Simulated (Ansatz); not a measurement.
`C[O][Cd][NH2]` + `[NH2][SnH]([F])[Cl]` → `[NH2][Cd][NH2]` + `C[O][SnH]([F])[Cl]`  (redistribution)

Program: Ansatz. Geometries: PBE0-D4/def2-TZVP. ΔE: electronic, gas phase. CBS: MP2 limit from def2 TZ/QZ plus the TZ coupled-cluster correction, frozen cores. DFT in def2-TZVPP. Elements past krypton have def2 core potentials. For Cd, Sn outer-core shells are correlated without core-valence functions, which leaves a few kJ/mol of doubt a bond. One conformer a species, not always the lowest.

```json
{"species": "`C[O][Cd][NH2]`", "r2SCAN0 energy (Eh)": "-338.81234"}
{"species": "`[NH2][SnH]([F])[Cl]`", "r2SCAN0 energy (Eh)": "-830.99502"}
{"species": "`[NH2][Cd][NH2]`", "r2SCAN0 energy (Eh)": "-279.65864"}
{"species": "`C[O][SnH]([F])[Cl]`", "r2SCAN0 energy (Eh)": "-890.15197"}
```

(1) Work out ΔE.

(2) What do rigid-rotor, harmonic-oscillator terms from PBE0-D4/def2-TZVP frequencies (298.15 K, 1 bar) make of the CCSD(T)/CBS value? (Best estimate.)

Largest T1 diagnostic among the species: 0.016.

Answers

(1) ΔE = (-279.65864) + (-890.15197) − (-338.81234) − (-830.99502) = -0.00325 Eh = -0.09 eV. CCSD(T)/CBS gives -0.15 eV.

(2) The calculation gave: ΔZPE = +0.01 eV, ΔH = -0.14 eV, ΔS = -14 J/(mol·K), ΔG = -0.10 eV.

At CCSD(T), def2-SVP lies +0.06 eV from the extrapolated value and def2-TZVPP +0.03 eV. In def2-TZVPP, CCSD(T) changes the Hartree–Fock value by −0.08 eV (the triples alone add −0.01 eV) and MP2 by −0.12 eV. Leaving LDA and LC-ωPBE aside and taking each functional with its dispersion term where it has one, the values, not all of them listed here, spread over 0.02 eV, from ωB97M-V to revPBE-D4. LDA lies −0.04 eV from PBE without D4.
